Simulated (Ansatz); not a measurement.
A geometry relaxed with CAM-B3LYP-D3(BJ)/def2-TZVP (Ansatz, a program for electronic structure), charge 0, multiplicity 1:

```xyz
12

C     -0.3380     0.1360    -0.0550
C     -0.0940     1.5260    -0.3345
H      2.4724     0.8145     0.0024
H      2.9903    -1.1208     0.4672
H     -1.9044    -1.3062     0.1338
H     -2.3430     0.3328     0.6588
N      0.0168     2.6426    -0.5652
C     -1.7848    -0.2467    -0.0785
H      0.3774    -1.7359     0.3988
H     -2.2213    -0.0236    -1.0534
B      2.1556    -0.3088     0.2251
C      0.6728    -0.7098     0.2005
```

Task: Write the SMILES of this molecule.

Result: `B/C=C(/C)C#N`
